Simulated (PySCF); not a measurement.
# How methods differ on the fine-structure interval of Lu

Lu [Xe] 4f14 5d1 6s2 [5d3/2^1, M_J = 3/2] → Lu [Xe] 4f14 5d1 6s2 [5d5/2^1, M_J = 5/2], as a difference of total energies. Computed with PySCF 2.14 in x2c-TZVPall-2c with one added diffuse shell each of s, p, d type (12s12p11d2f1g, 126 functions), with the two-component X2C-1e Hamiltonian. Correlated levels: [Ar] 3d10 frozen; the 18 highest virtual spinors dropped. "Screened" scales the spin-orbit matrix elements by Boettger's factors to mimic the two-electron term; Breit and QED terms are absent.

```
                    method  fine-structure interval (cm⁻¹)
 GHF (screened spin-orbit)                          100.08
GMP2 (screened spin-orbit)                          130.21
     GHF (bare spin-orbit)                          119.44
```

Errors of the correlated levels include the incompleteness of this basis and the frozen core.

For comparison: 1993.9 cm⁻¹ (measured; NIST Handbook of Basic Atomic Spectroscopic Data (Sansonetti and Martin, J. Phys. Chem. Ref. Data 34, 1559 (2005))).
